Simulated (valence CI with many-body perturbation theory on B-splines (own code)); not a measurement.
**E1 transitions of Nd⁵⁴⁺**

Calculated by valence CI with perturbative core correlation (CI+MBPT): four valence electrons over a frozen Dirac-Fock core [He], a basis of 11 s, 11 p, 9 d, 7 f, 5 g, 2 h, 1 i functions for each j, with the one-electron correlation potential Σ1 (screened to all orders), the two-electron term Σ2, the three-electron term Σ3, Breit, model QED; selected single and double excitations, second order for the rest (own B-spline code, finite nucleus).

No measured spectrum was set against this ion. As an estimate, large intervals hold to a few tenths of a per cent, small ones and those within an open d or f shell to about a per cent. Among the levels kept, up to 280 cm⁻¹ of a level comes from second order outside the variational space, and about a tenth of that is noise between levels of different J, which matters for small intervals.

Lines 1 to 50 of 271 in falling wavelength, among levels below 60941 × 10³ cm⁻¹, chosen from the strongest by gf and those to the six lowest levels. Wavelengths and rates use the calculated energies. Electric multipoles are in the length gauge, E1 and E2 with the static RPA response of the core. Weak lines are less certain than strong ones. Lines between different terms over intervals too small for the method are left out, as are lines whose strength nearly cancels. The highest levels of a list are the least certain.

Levels are named by their leading jj configuration (3d3/2^4 stands for four electrons in 3d with j = 3/2), which in mixed levels can hold well under half, so a name can repeat and another be missing. Letters in brackets count levels of one name in rising energy.

```tsv
λ vac (nm)	Upper	Lower	A (s⁻¹)	S (a.u.)
11.99	(2s 2p1/2 2p3/2 3d5/2) J=5	(2s 2p1/2 2p3/2 3p3/2) J=4	1.55e+10	1.45e-01
11.91	(2s^2 2p3/2 3d5/2) J=4	(2s^2 2p3/2 3p3/2) J=3	1.22e+10	9.14e-02
11.82	(2s 2p1/2^2 3d5/2) J=3	(2s 2p1/2^2 3p3/2) J=2	1.63e+10	9.30e-02
11.72	(2s 2p1/2 2p3/2 3d5/2) J=4 [a]	(2s 2p1/2 2p3/2 3p3/2) J=3 [a]	1.00e+10	7.15e-02
11.41	(2s 2p1/2 2p3/2 3d5/2) J=4 [b]	(2s 2p1/2 2p3/2 3p3/2) J=3 [b]	1.44e+10	9.53e-02
11.41	(2s 2p1/2 2p3/2 3d5/2) J=4 [c]	(2s 2p1/2 2p3/2 3p3/2) J=3 [c]	1.73e+10	1.14e-01
11.16	(2s^2 2p1/2 3d5/2) J=3	(2s^2 2p1/2 3p3/2) J=2	1.78e+10	8.57e-02
11.06	(2s 2p1/2 2p3/2 3d5/2) J=3 [a]	(2s 2p1/2 2p3/2 3p3/2) J=2 [a]	1.49e+10	6.98e-02
10.71	(2s 2p1/2^2 3d5/2) J=2	(2s 2p1/2^2 3p3/2) J=1	1.98e+10	6.02e-02
7.518	(2s 2p1/2 2p3/2^2) J=2 [a]	(2s^2 2p3/2^2) J=2	1.22e+09	1.28e-03
7.200	(2s 2p1/2 2p3/2 3p3/2) J=4	(2s^2 2p3/2 3p3/2) J=3	2.70e+10	4.47e-02
6.419	(2s 2p1/2^2 3p3/2) J=2	(2s^2 2p1/2 3p3/2) J=1	4.61e+10	3.01e-02
6.180	(2s 2p1/2^2 2p3/2) J=2	(2s^2 2p1/2 2p3/2) J=2	7.42e+09	4.32e-03
6.093	(2s 2p1/2 2p3/2^2) J=3	(2s^2 2p3/2^2) J=2	1.04e+10	8.14e-03
5.967	(2s 2p1/2 2p3/2 3d3/2) J=3 [b]	(2s 2p1/2 2p3/2 3p1/2) J=2 [b]	4.05e+10	2.97e-02
5.933	(2s 2p1/2 2p3/2 3p3/2) J=3 [c]	(2s^2 2p3/2 3p3/2) J=2	5.21e+10	3.76e-02
5.867	(2s 2p1/2 2p3/2 3d3/2) J=2 [b]	(2s 2p1/2 2p3/2 3p1/2) J=2 [b]	5.78e+10	2.88e-02
5.712	(2s 2p1/2 2p3/2 3d3/2) J=2 [d]	(2s 2p1/2 2p3/2 3p1/2) J=1 [c]	7.65e+10	3.52e-02
5.703	(2s 2p1/2 2p3/2 3p3/2) J=1 [a]	(2s 2p1/2 2p3/2 3s) J=1 [a]	1.05e+11	2.89e-02
5.701	(2s 2p1/2^2 2p3/2) J=2	(2s^2 2p1/2 2p3/2) J=1	1.15e+10	5.27e-03
5.692	(2s 2p1/2 2p3/2 3p3/2) J=2 [b]	(2s 2p1/2 2p3/2 3s) J=2 [b]	1.04e+11	4.74e-02
5.668	(2s 2p1/2 2p3/2 3d3/2) J=3 [c]	(2s^2 2p3/2 3d3/2) J=2	4.33e+10	2.72e-02
5.654	(2s 2p1/2 2p3/2 3d3/2) J=2 [a]	(2s 2p1/2 2p3/2 3p1/2) J=2 [a]	5.45e+10	2.43e-02
5.640	(2s 2p1/2^2 3p3/2) J=1	(2s 2p1/2^2 3s) J=0	1.19e+11	3.15e-02
5.501	(2s^2 2p3/2 3d3/2) J=2	(2s^2 2p3/2 3p1/2) J=2	6.04e+10	2.48e-02
5.483	(2s 2p1/2 2p3/2 3d3/2) J=4	(2s 2p1/2 2p3/2 3p1/2) J=3	7.67e+10	5.61e-02
5.449	(2s 2p1/2 2p3/2 3d3/2) J=3 [a]	(2s 2p1/2 2p3/2 3p1/2) J=2 [a]	1.12e+11	6.28e-02
5.424	(2s 2p1/2 2p3/2 3p3/2) J=2 [c]	(2s 2p1/2 2p3/2 3s) J=1 [c]	1.05e+11	4.14e-02
5.422	(2s^2 2p3/2 3d3/2) J=3	(2s^2 2p3/2 3p1/2) J=2	1.31e+11	7.21e-02
5.421	(2s 2p1/2 2p3/2 3d3/2) J=2 [a]	(2s 2p1/2 2p3/2 3p1/2) J=1 [a]	6.50e+10	2.56e-02
5.416	(2s 2p1/2 2p3/2 3p3/2) J=2 [a]	(2s 2p1/2 2p3/2 3s) J=1 [a]	9.13e+10	3.58e-02
5.415	(2s^2 2p1/2 3d3/2) J=2	(2s^2 2p1/2 3p1/2) J=1	1.27e+11	4.98e-02
5.394	(2s 2p1/2 2p3/2 3d3/2) J=3 [c]	(2s 2p1/2 2p3/2 3p1/2) J=2 [c]	4.97e+10	2.69e-02
5.384	(2s 2p1/2^2 3d3/2) J=2	(2s 2p1/2^2 3p1/2) J=1	1.13e+11	4.34e-02
5.383	(2s 2p1/2 2p3/2 3d3/2) J=1 [a]	(2s 2p1/2 2p3/2 3p1/2) J=1 [a]	1.08e+11	2.50e-02
5.378	(2s 2p1/2 2p3/2 3p3/2) J=3 [c]	(2s 2p1/2 2p3/2 3s) J=2 [c]	1.18e+11	6.36e-02
5.339	(2s 2p1/2 2p3/2 3p3/2) J=3 [a]	(2s 2p1/2 2p3/2 3s) J=2 [a]	1.85e+11	9.75e-02
5.335	(2s^2 2p3/2 3p3/2) J=3	(2s^2 2p3/2 3s) J=2	2.12e+11	1.11e-01
5.299	(2s 2p1/2 2p3/2 3d5/2) J=4 [a]	(2s 2p1/2 2p3/2 3p1/2) J=3	3.61e+10	2.39e-02
5.282	(2s 2p1/2 2p3/2 3p3/2) J=3 [b]	(2s 2p1/2 2p3/2 3s) J=2 [b]	7.55e+10	3.84e-02
5.277	(2s 2p1/2 2p3/2 3p3/2) J=4	(2s 2p1/2 2p3/2 3s) J=3	1.71e+11	1.12e-01
5.273	(2s 2p1/2 2p3/2 3d3/2) J=3 [b]	(2s 2p1/2 2p3/2 3p1/2) J=3	7.01e+10	3.55e-02
5.267	(2s 2p1/2 2p3/2 3p3/2) J=2 [c]	(2s 2p1/2 2p3/2 3s) J=1 [b]	7.47e+10	2.69e-02
5.253	(2s^2 2p3/2 3d3/2) J=1	(2s^2 2p3/2 3p1/2) J=1	1.17e+11	2.51e-02
5.177	(2s^2 2p1/2 3p3/2) J=2	(2s^2 2p1/2 3s) J=1	2.23e+11	7.62e-02
5.064	(2s 2p1/2 2p3/2 3p3/2) J=2 [d]	(2s 2p1/2 2p3/2 3s) J=2 [c]	8.55e+10	2.74e-02
5.020	(2s^2 2p1/2 3p3/2) J=1	(2s^2 2p1/2 3s) J=0	1.66e+11	3.10e-02
5.004	(2p1/2^2 2p3/2 3p1/2) J=1	(2s 2p1/2 2p3/2 3p1/2) J=2 [b]	1.13e+11	2.10e-02
4.998	(2s 2p1/2^2 3p3/2) J=2	(2s 2p1/2^2 3s) J=1	1.82e+11	5.61e-02
4.985	(2s 2p1/2 2p3/2 3p3/2) J=1 [c]	(2s 2p1/2 2p3/2 3s) J=1 [b]	1.53e+11	2.81e-02
```
